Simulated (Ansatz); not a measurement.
Born–Oppenheimer molecular dynamics of BF2H3O (7 atoms, charge 0, multiplicity 1). It starts at the highest image of a converged band. Of that band: Neighbouring images differ by up to 1.3 eV, so the band resolves the path poorly. A vibrational analysis at the climbing image gives one clearly imaginary mode, 1386i cm⁻¹: a first-order saddle point.

These are results of RKS PBE0-D4/cc-pVDZ (Ansatz 0.2.0), not measurements.

```json
{"ensemble": "NVE (velocity Verlet)", "time step": "0.5 fs", "steps asked": "200", "starting velocities drawn for": "100 K", "seed": "9117"}
```

Frames 2.5 fs apart, positions in Å.

Velocities at 35 fs (Å/ps):

```
B 1.42 19.37 -18.39
O -2.45 0.49 6.57
H -5.20 -29.03 -20.09
F -1.44 -3.77 0.97
F 1.77 -4.08 3.18
H -2.69 13.22 -23.17
H 25.42 -51.56 57.92
```

```xyz
7
Properties=species:S:1:pos:R:3 time_fs=35 energy_less_start_eV=-0.876 T=1455
B 0.004 0.474 -0.072
O 0.031 -0.087 1.711
H -0.803 -0.526 1.931
F 1.133 -0.206 -0.481
F -1.200 -0.097 -0.480
H 0.044 1.682 0.009
H 0.295 0.413 2.526
7
Properties=species:S:1:pos:R:3 time_fs=37.5 energy_less_start_eV=-0.757 T=1272
B 0.008 0.519 -0.120
O 0.025 -0.085 1.730
H -0.807 -0.592 1.878
F 1.128 -0.214 -0.478
F -1.194 -0.106 -0.471
H 0.039 1.714 -0.044
H 0.342 0.267 2.621
7
Properties=species:S:1:pos:R:3 time_fs=40 energy_less_start_eV=-0.734 T=1235
B 0.012 0.554 -0.171
O 0.018 -0.083 1.754
H -0.774 -0.631 1.827
F 1.120 -0.219 -0.475
F -1.184 -0.113 -0.460
H 0.037 1.750 -0.091
H 0.352 0.093 2.623
7
Properties=species:S:1:pos:R:3 time_fs=42.5 energy_less_start_eV=-0.692 T=1170
B 0.016 0.576 -0.224
O 0.009 -0.080 1.775
H -0.739 -0.669 1.782
F 1.108 -0.221 -0.472
F -1.171 -0.117 -0.448
H 0.040 1.784 -0.135
H 0.372 -0.073 2.655
7
Properties=species:S:1:pos:R:3 time_fs=45 energy_less_start_eV=-0.638 T=1087
B 0.020 0.585 -0.278
O -0.001 -0.077 1.795
H -0.729 -0.728 1.742
F 1.094 -0.218 -0.469
F -1.154 -0.118 -0.434
H 0.047 1.797 -0.180
H 0.403 -0.229 2.705
7
Properties=species:S:1:pos:R:3 time_fs=47.5 energy_less_start_eV=-0.661 T=1122
B 0.023 0.585 -0.330
O -0.010 -0.075 1.821
H -0.698 -0.768 1.703
F 1.080 -0.212 -0.467
F -1.135 -0.115 -0.421
H 0.056 1.783 -0.233
H 0.403 -0.362 2.663
7
Properties=species:S:1:pos:R:3 time_fs=50 energy_less_start_eV=-0.598 T=1025
B 0.024 0.577 -0.378
O -0.022 -0.076 1.851
H -0.645 -0.774 1.654
F 1.067 -0.204 -0.467
F -1.117 -0.110 -0.409
H 0.067 1.761 -0.296
H 0.406 -0.473 2.584
7
Properties=species:S:1:pos:R:3 time_fs=52.5 energy_less_start_eV=-0.559 T=965
B 0.022 0.567 -0.420
O -0.036 -0.076 1.881
H -0.621 -0.783 1.577
F 1.060 -0.197 -0.470
F -1.101 -0.105 -0.399
H 0.078 1.753 -0.372
H 0.468 -0.586 2.559
7
Properties=species:S:1:pos:R:3 time_fs=55 energy_less_start_eV=-0.489 T=858
B 0.020 0.560 -0.456
O -0.050 -0.079 1.915
H -0.611 -0.778 1.490
F 1.059 -0.192 -0.475
F -1.092 -0.100 -0.390
H 0.085 1.759 -0.463
H 0.527 -0.652 2.507
7
Properties=species:S:1:pos:R:3 time_fs=57.5 energy_less_start_eV=-0.553 T=955
B 0.019 0.562 -0.487
O -0.063 -0.089 1.953
H -0.576 -0.726 1.428
F 1.066 -0.191 -0.483
F -1.090 -0.097 -0.382
H 0.086 1.764 -0.567
H 0.550 -0.656 2.403
7
Properties=species:S:1:pos:R:3 time_fs=60 energy_less_start_eV=-0.601 T=1030
B 0.021 0.573 -0.513
O -0.079 -0.099 1.990
H -0.543 -0.660 1.380
F 1.080 -0.192 -0.492
F -1.096 -0.095 -0.376
H 0.079 1.759 -0.681
H 0.610 -0.673 2.316
7
Properties=species:S:1:pos:R:3 time_fs=62.5 energy_less_start_eV=-0.579 T=997
B 0.025 0.587 -0.537
O -0.095 -0.107 2.028
H -0.538 -0.618 1.322
F 1.098 -0.195 -0.502
F -1.107 -0.095 -0.370
H 0.066 1.749 -0.798
H 0.693 -0.697 2.241
```

Of the whole run (100 fs, mean temperature of the second half 862 K): The conserved energy stayed within 0.16 meV per atom of its start (net change -0.063 meV per atom), so the integration is sound. The kinetic energy rose, since the run started high on the potential surface and went downhill. It ends in pieces (BF2H + H2O), so much of that is their flight and rotation, not heat. A run of 0.1 ps of so small a system gives no equilibrium averages. The orbitals stay closed-shell, which can raise the energy where a bond breaks towards radicals; this wasn't checked here.

Run time: 5.6 min on 1 thread of Arm Neoverse V2 (shared host), peak memory 0.12 GiB.
